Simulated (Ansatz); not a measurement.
System: C2H6Cl2Si2 (charge 0, singlet). 
Coordinates optimised at B3LYP-D3(BJ)/def2-TZVP (Ansatz, a first-principles code):
SMILES: [SiH2](C([SiH2]Cl)=C)Cl
```xyz
12

C      0.2340     1.8596     1.6740
C      0.1093     0.8688     0.7821
Si    -1.5898     0.3973     0.1894
Cl    -1.6110     0.4083    -1.8814
Si     1.6404     0.0055     0.1732
Cl     1.4060    -2.0379     0.4144
H      1.1958     2.1582     2.0835
H     -0.6192     2.4243     2.0416
H     -2.5741     1.3854     0.6777
H     -1.9597    -0.9649     0.6156
H      2.8044     0.4453     0.9703
H      1.8691     0.2450    -1.2636
```
Charge 0, spin multiplicity 1.

Total electronic energies in hartree. Correlated levels leave the core frozen unless marked. No spin-orbit coupling. Non-relativistic. CBS marks a two-point X^-3 extrapolation of the correlation energy; Hartree-Fock from the larger set. [CCSD(T)-MP2]/basis is that difference in the basis named.

| level | program | energy (Eh) |
|---|---|---|
| HF/STO-3G | Ansatz | -1558.76811 |
| r2SCAN-D3(BJ)/def2-TZVPD | Ansatz + dftd3 | -1579.21061 |
| r2SCAN-D4/def2-TZVPD | Ansatz + dftd4 | -1579.20990 |
| BHLYP/def2-TZVPD | Ansatz | -1579.32204 |
| B2GP-PLYP-D4/def2-TZVPD | Ansatz + dftd4 | -1578.60562 |
| RPA@PBE/cc-pV(T+d)Z | Ansatz | (withheld) |
| RI-MP2/CBS(cc-pV(T+d)Z,cc-pV(Q+d)Z) | Ansatz | -1577.3857 |
| RI-MP2/CBS(cc-pV(T+d)Z,cc-pV(Q+d)Z)+[CCSD(T)-MP2]/cc-pV(Q+d)Z | Ansatz | -1577.5017 |
| CCSD(T)/CBS(cc-pV(T+d)Z,cc-pV(Q+d)Z) | Ansatz | -1577.5000 |

Question: Fill in the missing entries.

Answer: 
- RPA@PBE/cc-pV(T+d)Z, energy (Eh): -1577.83441
